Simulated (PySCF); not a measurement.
A GIAO shielding run with PySCF (density fitting, non-relativistic, gas phase) on SMILES [SiH3]O[C@@H]1C=C[C@@H](Cl)[C@@H]1[SiH3], C$_{5}$H$_{11}$ClOSi$_{2}$:

```
$ OMP_NUM_THREADS=1 python probes_run.py task.json out

{"job": {"kind": "nmr", "xc": "PBE0", "basis": "pcSseg-1"}, "charge": 0, "multiplicity": 1}
Si     2.589298     1.304712    -0.557563
O      1.046217     0.791502    -0.560484
C      0.237668     0.439405     0.533701
C      0.564076    -0.920665     1.082143
C     -0.508138    -1.692360     1.155742
C     -1.733834    -0.959814     0.730245
Cl    -2.666135    -0.534184     2.227932
C     -1.201342     0.284299     0.038932
Si    -1.082623     0.063769    -1.858854
H      2.728337     2.463755     0.329918
H      2.735925     1.615311    -1.969025
H      3.505248     0.257759    -0.092191
H      0.349950     1.200620     1.320086
H      1.571715    -1.184841     1.348502
H     -0.553045    -2.699337     1.532359
H     -2.431278    -1.548937     0.134980
H     -1.809081     1.157009     0.274907
H     -0.727790     1.324584    -2.496104
H     -2.439217    -0.315523    -2.282988
H     -0.181098    -1.036388    -2.184914
```

Hardware: 1 thread of an Arm Neoverse V1, shared host. The job also computes population analyses, field gradients, ring-centre shieldings.

**Question.** How large is the calculation?

**Answer.** 94 electrons, 229 basis functions and 1257 auxiliary functions.

**Question.** How long does it take, and how much memory does it need?

**Answer.** 81 s of wall time, with 14 SCF cycles and 5 response iterations; peak memory 1.1 GiB. Times on a shared host scatter by some tens of per cent.
